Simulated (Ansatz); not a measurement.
Basis-set series for CH$_{4}$ClNSi (`[SiH3]/N=C/Cl`). Charge 0, multiplicity 1. All single points use the PBE0-D4/def2-TZVP geometry.

| functional | basis | functions | energy (Eh) | HOMO (eV) | LUMO (eV) |
| --- | --- | --- | --- | --- | --- |
| PBE0-D4 | def2-TZVPP | 202 | -844.62800 | -7.99 | -1.17 |
| PBE0-D4 | def2-QZVPP | 374 | -844.65691 | -8.02 | -1.23 |
| ωB97M-V | def2-TZVPP | 202 | -844.92580 | -10.26 | 1.07 |
| ωB97M-V | def2-QZVPP | 374 | -844.95297 | -10.30 | 0.97 |

(1) Give the rows for def2-SVP. (Best estimate.)

Results:

(1) Ansatz gave: 
| functional | basis | functions | energy (Eh) | HOMO (eV) | LUMO (eV) |
| --- | --- | --- | --- | --- | --- |
| PBE0-D4 | def2-SVP | 84 | -844.25566 | -7.87 | -0.96 |
| ωB97M-V | def2-SVP | 84 | -844.55015 | -10.11 | 1.35 |

Positive LUMOs are unbound and depend on the basis.
